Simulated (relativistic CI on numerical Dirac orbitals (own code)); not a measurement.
**One change at a time: Sr XXXVII**

Base calculation: Dirac-Coulomb-Breit CI, KLI orbitals optimised for each configuration, a model potential for QED, unscaled Slater integrals.

CI space: 1s2, 1s.2s, 1s.2p, 1s.3s, 1s.3p, 1s.3d, 1s.4s, 1s.4p, 1s.4d, 1s.4f, 1s.5s, 1s.5p, 1s.5d, 1s.5f, 1s.5g, 1s.6s, 1s.6p, 1s.6d. Levels of other configurations are missing.

Variants: (1) non-relativistic limit. Shifts of the energy above 1s2 1S_0, in eV, for the lowest level and the first level of each name with at least 55 % of one term (blank where a level changes its place among those of its configuration and J or its character, or is not in the variant):

```tsv
Level	Base	Δ(1)
1s2 1S_0	0.0	0.0
1s.2s 3S_1	14510.4	-225.9
1s.2p 3P°_0	14558.3	-235.4
1s.2p 3P°_1	14560.7	-237.8
1s.2s 1S_0	14561.4	-233.2
1s.2p 3P°_2	14643.1	-320.2
1s.2p 1P°_1	14668.2	-311.7
1s.3s 3S_1	17216.5	-300.3
1s.3p 3P°_0	17229.7	-302.8
1s.3s 1S_0	17230.1	-302.4
1s.3p 3P°_1	17230.3	-303.5
1s.3p 3P°_2	17254.9	-328.0
1s.3d 3D_2	17261.1	-327.9
1s.3d 3D_1	17261.5	-328.3
```

At this charge energies of transitions that change n are usually good to better than 1 %, and those within a shell (Δn = 0) to a few per cent.

Ionisation energy from the two ground configurations alone: base 19343.6 eV. The NIST ASD value (theoretical) is 19345.6 eV.

LS names give the leading component of a level, which can be under half, so a name can repeat, a term be missing and a line seem to break the LS rules.
